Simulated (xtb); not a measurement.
xtb was given this input:
```
$ xtb mol.xyz --gfn 2 --uhf 1 --opt vtight --json

# file mol.xyz
2

B      0.08908219    -0.03484220    -0.58378869
O     -0.08128550     0.06723174     0.52100020
```

Question: What is the computed dipole moment (GFN2-xTB in xtb)?

Answer: 2.10 D

Question: Predict the total energy at the end of the optimisation from GFN2-xTB.

Answer: -5.2527 Eh
